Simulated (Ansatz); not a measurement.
A nudged elastic band was laid between two geometries of AlCl2H + H4Si (9 atoms, charge 0, multiplicity 1).

The calculation used RKS PBE/def2-SVP (Ansatz).

```yaml
movable_images: 5
climbing_image: yes
spring: 5.0 eV/Å²
optimiser: quadratic models (default)
start_path: through a guess of the saddle point
force_threshold: 0.05 eV/Å
iteration_limit: 60
end_points: relaxed
```

Initial state:

```xyz
9
Properties=species:S:1:pos:R:3
Al -0.035 0.292 0.137
H 0.210 1.304 1.331
Cl 1.585 -0.311 -1.108
Cl -1.992 -0.010 -0.632
Si 0.162 -2.759 1.116
H -0.291 -3.011 -0.285
H 1.601 -3.113 1.331
H -0.734 -3.425 2.117
H 0.036 -1.261 1.416
```

Final state:

```xyz
9
Properties=species:S:1:pos:R:3
Al -0.093 -0.695 -0.231
H 0.540 0.574 1.677
Cl 1.561 0.356 -1.056
Cl -2.022 0.111 -0.600
Si 0.152 -2.904 0.772
H -0.207 -3.975 -0.226
H 1.567 -3.139 1.234
H -0.767 -3.045 1.958
H -0.189 0.424 1.893
```

Question: What changes between the two ends?

Answer: Bonds broken: Al1–H2, Si5–H9. Bonds formed: Al1–Si5, H2–H9. AlCl2H + H4Si becomes AlCl2H3Si + H2.

Question: Give the energies along the band, and the barrier.

Answer: The forces met the threshold. The highest image is number 3 of 0 to 6, 30.9 kcal/mol above the first end and 27.1 kcal/mol above the last; the last end lies 3.8 kcal/mol above the first. A vibrational analysis at the climbing image gives one clearly imaginary mode, 1076i cm⁻¹: a first-order saddle point. The orbitals stay closed-shell, which can raise the energy where a bond breaks towards radicals; this wasn't checked here.

```json
{"image": "0", "path coordinate (Å)": "0.00", "energy (kcal/mol)": "0.0", "Al1–H2 (Å)": "1.58", "Si5–H9 (Å)": "1.53", "Al1–Si5 (Å)": "3.21"}
{"image": "1", "path coordinate (Å)": "0.59", "energy (kcal/mol)": "0.6", "Al1–H2 (Å)": "1.58", "Si5–H9 (Å)": "1.53", "Al1–Si5 (Å)": "3.20"}
{"image": "2", "path coordinate (Å)": "1.19", "energy (kcal/mol)": "10.2", "Al1–H2 (Å)": "1.59", "Si5–H9 (Å)": "1.58", "Al1–Si5 (Å)": "2.92"}
{"image": "3", "path coordinate (Å)": "1.78", "energy (kcal/mol)": "30.9", "Al1–H2 (Å)": "1.73", "Si5–H9 (Å)": "1.96", "Al1–Si5 (Å)": "2.61"}
{"image": "4", "path coordinate (Å)": "2.46", "energy (kcal/mol)": "11.0", "Al1–H2 (Å)": "2.12", "Si5–H9 (Å)": "2.52", "Al1–Si5 (Å)": "2.43"}
{"image": "5", "path coordinate (Å)": "3.14", "energy (kcal/mol)": "4.6", "Al1–H2 (Å)": "2.39", "Si5–H9 (Å)": "3.09", "Al1–Si5 (Å)": "2.44"}
{"image": "6", "path coordinate (Å)": "3.82", "energy (kcal/mol)": "3.8", "Al1–H2 (Å)": "2.38", "Si5–H9 (Å)": "3.53", "Al1–Si5 (Å)": "2.44"}
```

Question: What is the geometry of the highest image?

Answer: 
```xyz
9
Properties=species:S:1:pos:R:3
Al -0.058 -0.219 -0.022
H 0.294 0.419 1.544
Cl 1.575 0.052 -1.327
Cl -2.077 0.113 -0.528
Si 0.132 -2.603 1.021
H -0.177 -3.276 -0.297
H 1.493 -3.050 1.477
H -0.914 -3.010 2.021
H 0.273 -0.720 1.533
```

Question: What are the harmonic wavenumbers there?

Answer: 1076i, 65, 85, 118, 170, 339, 395, 403, 468, 473, 616, 775, 870, 886, 900, 1044, 1586, 1820, 2125, 2169, 2182 cm⁻¹.

Time of the run: 110 s on 2 threads of Intel(R) Xeon(R) Platinum 8488C (Sapphire Rapids), on a shared host, peak memory 0.15 GiB.
